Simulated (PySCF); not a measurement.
# Ionisation energy of Br by level of theory

Br [Ar] 3d10 4s2 4p5 (2P) → Br⁺ [Ar] 3d10 4s2 4p4 (3P), as a difference of total energies. All numbers are calculated (PySCF 2.14, the non-relativistic Hamiltonian (point nucleus), in def2-TZVPPD (7s6p5d1f, 57 functions)). Correlated levels: valence: [Ar] 3d10 frozen. The calculations carry no spin-orbit coupling.

```
           method  ionisation energy (eV)  difference from reference (eV)
              UHF                  10.760                          -1.084
    MP2 (valence)                  11.572                          -0.272
SCS-MP2 (valence)                  11.569                          -0.275
   CCSD (valence)                  11.571                          -0.273
CCSD(T) (valence)                  11.607                          -0.237
```

Reference: 11.844 eV (measured; NIST levels, between the centres of gravity of the two terms).

These non-relativistic numbers lack the scalar-relativistic shift.

Errors of the correlated levels include the incompleteness of this basis and the frozen core.
